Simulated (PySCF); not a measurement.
```xyz
9

C      1.7324    -0.2681     0.0824
Si     0.2689     0.5145    -0.2782
C     -1.4197    -0.1505     0.1258
H      1.7749    -1.2291     0.5825
H      2.6906     0.1672    -0.1767
H      0.2634     1.8281    -0.9635
H     -1.3329    -1.1178     0.6233
H     -1.9608     0.5328     0.7848
H     -2.0169    -0.2772    -0.7805
```

Charge 0, multiplicity 1.

Q: Give the Mulliken and meta-Löwdin atomic charges from PySCF with ωB97X-D3(BJ)/def2-TZVP // PBE0-D3(BJ)/def2-TZVP.

A: 
```
atom  Mulliken (e)  meta-Löwdin (e)
----  ------------  ---------------
C1           -0.50            -0.64
Si2           0.30             0.66
C3           -0.48            -0.59
H4            0.13             0.13
H5            0.14             0.14
H6           -0.02            -0.10
H7            0.15             0.14
H8            0.14             0.13
H9            0.14             0.13
```
